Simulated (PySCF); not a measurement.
C₃H₂F₅O (SMILES OC([C](F)F)C(F)(F)F), doublet, geometry from GFN2-xTB; HF/STO-3G (PySCF).

The PySCF input:
```python
from pyscf import gto, scf

mol = gto.M(
    atom='''
O    -0.633803   -1.466104   -0.781344
C    -0.378977   -0.560012    0.258408
C    -1.199926    0.695158    0.171487
F    -1.293300    1.317114   -0.996973
F    -2.396021    0.664901    0.768533
C     1.121607   -0.216718    0.165962
F     1.453724    0.338727   -0.992533
F     1.462376    0.645281    1.134795
F     1.874961   -1.302179    0.329288
H    -1.555270   -1.755083   -0.766774
H    -0.546185   -1.001247    1.254381
''',
    basis='sto-3g',
    charge=0,
    spin=1,
    verbose=5,
)

mf = scf.UHF(mol)
mf.kernel()
mf.analyze()
```

What the program printed (banner, timings and long lists left out):

```
PySCF version 2.14.0

[INPUT] verbose = 5
[INPUT] max_memory = 4000
[INPUT] num. atoms = 11
[INPUT] num. electrons = 73
[INPUT] charge = 0
[INPUT] spin (= nelec alpha-beta = 2S) = 1
[INPUT] symmetry False subgroup None
[INPUT] Mole.unit = angstrom
[INPUT] Symbol           X                Y                Z      unit          X                Y                Z       unit  Magmom
[...]
[INPUT] ---------------- BASIS SET ----------------
[INPUT] l, kappa, [nprim/nctr], expnt,             c_1 c_2 ...
[INPUT] O
[...]
                                23.808861         0.53532814
                                6.4436083         0.44463454
[...]
                                1.1695961         0.39951283
                                0.380389          0.70011547
[...]
                                1.1695961         0.60768372
                                0.380389          0.39195739
[INPUT] C
[...]
                                13.045096         0.53532814
                                3.5305122         0.44463454
[...]
                                0.6834831         0.39951283
                                0.2222899         0.70011547
[...]
                                0.6834831         0.60768372
                                0.2222899         0.39195739
[INPUT] H
[...]
                                0.62391373        0.53532814
                                0.1688554         0.44463454
[INPUT] F
[...]
                                30.360812         0.53532814
                                8.2168207         0.44463454
[...]
                                1.5022812         0.39951283
                                0.4885885         0.70011547
[...]
                                1.5022812         0.60768372
                                0.4885885         0.39195739

nuclear repulsion = 525.23331181091
number of shells = 29
number of NR pGTOs = 141
number of NR cGTOs = 47
basis = sto-3g
ecp = {}

******** <class 'pyscf.scf.uhf.UHF'> ********
method = UHF
initial guess = minao
damping factor = 0
level_shift factor = 0
DIIS = <class 'pyscf.scf.diis.CDIIS'>
diis_start_cycle = 1
diis_space = 8
diis_damp = 0
SCF conv_tol = 1e-09
SCF conv_tol_grad = None
SCF max_cycles = 50
direct_scf = True
direct_scf_tol = 1e-13
number electrons alpha = 37  beta = 36
Set gradient conv threshold to 3.16228e-05
E1 = -1978.4394639611949  E2 = 774.299214768271  Ecoul = 849.0070344100095  Exc = -74.70781964173852
init E= -678.906937382014
cond(S) = 9.843775947831611

  alpha mo_energy =
[-26.40924685 -26.40286725 -26.39792993 -26.39650147 -26.38616781
 -20.70420647 -11.20316676 -11.15507854 -11.13989508  -2.14231424
  -2.02130684  -1.83782489  -1.82816542  -1.82072499  -1.77098799
  -1.2924146   -1.09087074  -0.99734558  -0.88763505  -0.87865278
  -0.84381542  -0.81301564  -0.79143898  -0.76215731  -0.73779907
  -0.70645353  -0.70390515  -0.67408432  -0.65936697  -0.65406589
  -0.64705189  -0.64351114  -0.60696304  -0.59255309  -0.42495809
  -0.4134896   -0.09138668   0.2319369    0.3039467    0.35504657
   0.36643018   0.38446528   0.42058826   0.45130278   0.54785258
   0.5843699    0.61058296]
  beta  mo_energy =
[-26.40924685 -26.40286725 -26.39792993 -26.39650147 -26.38616781
 -20.70420647 -11.20316676 -11.15507854 -11.13989508  -2.14231424
  -2.02130684  -1.83782489  -1.82816542  -1.82072499  -1.77098799
  -1.2924146   -1.09087074  -0.99734558  -0.88763505  -0.87865278
  -0.84381542  -0.81301564  -0.79143898  -0.76215731  -0.73779907
  -0.70645353  -0.70390515  -0.67408432  -0.65936697  -0.65406589
  -0.64705189  -0.64351114  -0.60696304  -0.59255309  -0.42495809
  -0.4134896   -0.09138668   0.2319369    0.3039467    0.35504657
   0.36643018   0.38446528   0.42058826   0.45130278   0.54785258
   0.5843699    0.61058296]
multiplicity <S^2> = 0.75  2S+1 = 2
E1 = -1994.1082133367158  E2 = 791.8806715766995  Ecoul = 868.4279532057894  Exc = -76.54728162908998
cycle= 1 E= -676.994229949106  delta_E= 1.91  |g|= 0.704  |ddm|= 3.15
  alpha mo_energy =
[-25.84247346 -25.83763839 -25.8327486  -25.82494004 -25.82329284
 -20.08228969 -11.69212373 -11.43857396 -11.38998684  -1.6563071
  -1.58528408  -1.51461757  -1.50779265  -1.49292411  -1.33713717
  -1.13401457  -0.95725832  -0.82104382  -0.7639036   -0.74944451
  -0.71082531  -0.6773769   -0.65897375  -0.63514277  -0.61396236
  -0.48345943  -0.48144749  -0.47646747  -0.46760187  -0.45997619
  -0.43936469  -0.43742992  -0.43419753  -0.43170845  -0.40413021
  -0.35232352  -0.30890985   0.35752453   0.38536477   0.40704483
   0.4805178    0.54115974   0.55528665   0.5765595    0.59702466
   0.62129783   0.71056985]
  beta  mo_energy =
[-25.83920561 -25.83760282 -25.82962477 -25.82492323 -25.82323934
 -20.07948489 -11.69195227 -11.4181867  -11.38678926  -1.65587059
  -1.56329083  -1.51439209  -1.50755692  -1.47834031  -1.32389138
  -1.11527894  -0.92686867  -0.80672626  -0.76190406  -0.70622167
  -0.69518577  -0.659421    -0.64302484  -0.60061141  -0.54571366
  -0.48239633  -0.48013767  -0.46431008  -0.45016954  -0.43906269
  -0.43690582  -0.43191272  -0.42970121  -0.42778738  -0.39485831
  -0.32769739   0.14377455   0.37293312   0.39888854   0.42093648
   0.4986175    0.56341866   0.57688398   0.58994621   0.61882937
   0.64534087   0.72346638]
multiplicity <S^2> = 0.75197326  2S+1 = 2.0019723
E1 = -1994.5179112495439  E2 = 791.9580618833214  Ecoul = 867.6641986670464  Exc = -75.70613678372501
cycle= 2 E= -677.326537555312  delta_E= -0.332  |g|= 0.233  |ddm|=  1.2
  alpha mo_energy =
[-25.99876846 -25.98755165 -25.96859637 -25.96620234 -25.94349837
 -20.30505873 -11.30504077 -11.16681508 -11.13358394  -1.62083401
  -1.59464231  -1.52539007  -1.51447251  -1.50481919  -1.34526039
  -1.01652551  -0.85754624  -0.77652518  -0.71149641  -0.69743382
  -0.68872299  -0.6538711   -0.63837457  -0.6300966   -0.6072709
  -0.53918949  -0.51944795  -0.51172792  -0.50407173  -0.48940273
  -0.47857274  -0.47414732  -0.46199523  -0.45934753  -0.40388507
[...]
converged SCF energy = -677.366730915139  <S^2> = 0.75750327  2S+1 = 2.0074893
Total Energy =                        -677.366730915139442
[...]
6 F 1s          -0.00050  -0.00013   0.00320  -0.00060   0.00164
6 F 2s           0.03393   0.00908  -0.16022   0.03718  -0.09622
6 F 2px         -0.00314   0.00011   0.01449  -0.03049   0.02776
6 F 2py         -0.08415  -0.09510   0.16506  -0.04107   0.05281
6 F 2pz          0.04038  -0.02555  -0.33846   0.06192  -0.19620
7 F 1s           0.00194   0.00221   0.00263   0.00087  -0.00006
7 F 2s          -0.10373  -0.12242  -0.12908  -0.04608  -0.00075
7 F 2px          0.09693   0.10138  -0.00272   0.02325  -0.03749
7 F 2py          0.16669   0.15592   0.19829   0.09267  -0.05766
7 F 2pz          0.15712   0.21584   0.24260   0.05795   0.06163
8 F 1s          -0.00002  -0.00134   0.00332   0.00073  -0.00122
8 F 2s           0.00711   0.07708  -0.16721  -0.03775   0.06453
8 F 2px          0.00339  -0.12492   0.15530   0.05502  -0.13766
8 F 2py          0.00435   0.11102  -0.35401  -0.07371   0.08822
8 F 2pz         -0.07258  -0.08008   0.06781  -0.02871   0.03153
9 H 1s          -0.15904   0.51399   0.01164  -0.13293  -0.23215
10 H 1s          0.22900  -0.15489   0.04852  -0.21580  -0.34541
               #46       #47
0 O 1s          -0.00004  -0.00084
0 O 2s          -0.00526   0.05903
0 O 2px          0.05646   0.21262
0 O 2py          0.12351   0.21483
0 O 2pz         -0.00043   0.17335
1 C 1s           0.00355  -0.00069
1 C 2s          -0.26655   0.03841
1 C 2px          0.05845  -0.17450
1 C 2py         -0.40861   0.21994
1 C 2pz          0.23283   0.46218
2 C 1s          -0.00097   0.00003
2 C 2s           0.03460   0.00016
2 C 2px          0.52194  -0.02368
2 C 2py         -0.38033   0.29228
2 C 2pz         -0.07963  -0.43289
3 F 1s          -0.00069   0.00246
3 F 2s           0.04083  -0.14034
3 F 2px         -0.08908  -0.02274
3 F 2py          0.02283   0.10739
3 F 2pz          0.10585  -0.24966
4 F 1s          -0.00226  -0.00076
4 F 2s           0.13100   0.04309
4 F 2px          0.22020   0.11258
4 F 2py          0.08622  -0.04311
4 F 2pz         -0.13257   0.03071
5 C 1s          -0.00084  -0.00063
5 C 2s           0.06436   0.06219
5 C 2px         -0.18014  -0.03828
5 C 2py          0.17877  -0.15671
5 C 2pz         -0.12618  -0.19145
6 F 1s           0.00087   0.00062
6 F 2s          -0.04627  -0.03287
6 F 2px          0.06272   0.02328
6 F 2py          0.01583   0.06481
6 F 2pz         -0.08998  -0.04176
7 F 1s           0.00012  -0.00093
7 F 2s          -0.00413   0.05355
7 F 2px          0.03639  -0.02507
7 F 2py         -0.03192  -0.07017
7 F 2pz          0.03242  -0.07717
8 F 1s          -0.00098   0.00055
8 F 2s           0.05739  -0.02906
8 F 2px         -0.05423   0.04584
8 F 2py          0.10795  -0.04118
8 F 2pz          0.00370   0.04868
9 H 1s           0.08070   0.18751
10 H 1s         -0.15017  -0.25640

To work with the spin densities directly, `use mulliken_meta_spin()` only printing them here.

 ** Mulliken spin pop alpha/beta on meta-lowdin orthogonal AOs **
 ** Mulliken Spin Density (per AO)  **
spin_pop of  0 O 1s       -0.00000
spin_pop of  0 O 2s       -0.00014
spin_pop of  0 O 2px       0.00469
spin_pop of  0 O 2py       0.03349
spin_pop of  0 O 2pz       0.01476
spin_pop of  1 C 1s        0.00000
spin_pop of  1 C 2s       -0.00811
spin_pop of  1 C 2px      -0.01048
spin_pop of  1 C 2py      -0.02872
spin_pop of  1 C 2pz      -0.01118
spin_pop of  2 C 1s       -0.00001
spin_pop of  2 C 2s        0.12886
spin_pop of  2 C 2px       0.18778
spin_pop of  2 C 2py       0.34130
spin_pop of  2 C 2pz       0.23616
spin_pop of  3 F 1s        0.00000
spin_pop of  3 F 2s        0.00346
spin_pop of  3 F 2px       0.02018
spin_pop of  3 F 2py       0.01530
spin_pop of  3 F 2pz       0.01438
spin_pop of  4 F 1s        0.00000
spin_pop of  4 F 2s        0.00336
spin_pop of  4 F 2px       0.00381
spin_pop of  4 F 2py       0.03632
spin_pop of  4 F 2pz       0.00536
spin_pop of  5 C 1s       -0.00000
spin_pop of  5 C 2s        0.00282
spin_pop of  5 C 2px       0.00731
spin_pop of  5 C 2py       0.00091
spin_pop of  5 C 2pz       0.00056
spin_pop of  6 F 1s        0.00000
spin_pop of  6 F 2s        0.00004
spin_pop of  6 F 2px       0.00079
spin_pop of  6 F 2py       0.00013
spin_pop of  6 F 2pz      -0.00050
spin_pop of  7 F 1s        0.00000
spin_pop of  7 F 2s        0.00005
spin_pop of  7 F 2px       0.00002
spin_pop of  7 F 2py      -0.00032
spin_pop of  7 F 2pz      -0.00048
spin_pop of  8 F 1s        0.00000
spin_pop of  8 F 2s       -0.00000
spin_pop of  8 F 2px      -0.00018
spin_pop of  8 F 2py      -0.00068
spin_pop of  8 F 2pz      -0.00003
spin_pop of  9 H 1s       -0.00370
spin_pop of  10 H 1s        0.00271
 ** Mulliken Spin Density (per atom)  **
spin density of  0 O =      0.05279
spin density of  1 C =     -0.05849
spin density of  2 C =      0.89408
spin density of  3 F =      0.05332
spin density of  4 F =      0.04885
spin density of  5 C =      0.01160
spin density of  6 F =      0.00046
spin density of  7 F =     -0.00074
spin density of  8 F =     -0.00089
spin density of  9 H =     -0.00370
spin density of  10 H =      0.00271
 ** Mulliken pop alpha/beta on meta-lowdin orthogonal AOs **
 ** Mulliken pop       alpha | beta **
In total            37.00000 | 36.00000
 ** Mulliken atomic charges   ( Nelec_alpha | Nelec_beta ) **
charge of  0O =     -0.21098  (     4.13189      4.07910 )
charge of  1C =      0.02172  (     2.95990      3.01839 )
charge of  2C =      0.15733  (     3.36838      2.47430 )
charge of  3F =     -0.07844  (     4.56588      4.51256 )
charge of  4F =     -0.09187  (     4.57036      4.52151 )
charge of  5C =      0.36029  (     2.82565      2.81406 )
charge of  6F =     -0.11225  (     4.55636      4.55590 )
charge of  7F =     -0.12632  (     4.56279      4.56353 )
charge of  8F =     -0.11602  (     4.55756      4.55845 )
charge of  9H =      0.14993  (     0.42319      0.42688 )
charge of  10H =      0.04661  (     0.47805      0.47534 )
Dipole moment(X, Y, Z, Debye): -1.63110, -0.80581,  0.99629
```
